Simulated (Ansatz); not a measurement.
C2H5FGaI, SMILES `FC(I)[CH2][GaH2]`, relaxed with RKS PBE0-D4/def2-TZVP in Ansatz 0.2.0 from a GFN2-xTB geometry. The force threshold is 0.005 eV/Å; the program also tests the step.

Total charge 0; spin multiplicity 1. I takes the def2 core potential.

Start:

```xyz
10

F     0.668    1.394    0.885
C     0.225    1.074   -0.360
I    -2.000    1.063   -0.174
C     0.663   -0.323   -0.678
Ga   -0.465   -1.133    0.841
H     0.469    1.900   -1.036
H     0.348   -0.595   -1.693
H     1.759   -0.336   -0.661
H    -0.261   -0.699    2.317
H    -1.406   -2.345    0.560
```

```tsv
step	energy (eV)	largest force (eV/Å)	largest move (Å)
1	-65341.1391	0.794	0.000
2	-65341.3655	0.317	0.197
3	-65341.4107	0.308	0.105
4 (rejected)	-65341.3820	0.766	0.200
5	-65341.4339	0.143	0.098
6	-65341.4384	0.245	0.072
7	-65341.4403	0.039	0.031
8	-65341.4404	0.025	0.008
9	-65341.4405	0.012	0.005
10	-65341.4405	0.003	0.002
```

End:

```xyz
10

F     0.857    1.770    0.633
C     0.247    1.166   -0.408
I    -1.952    1.239   -0.012
C     0.612   -0.273   -0.520
Ga   -0.500   -1.272    0.833
H     0.351    1.800   -1.289
H     0.346   -0.630   -1.517
H     1.695   -0.365   -0.392
H    -0.282   -0.968    2.354
H    -1.374   -2.467    0.317
```

Run time 20 s (2 threads of an AMD EPYC 7R13 on a shared host and a share of an NVIDIA H100 80 GB); peak host memory 0.94 GiB.
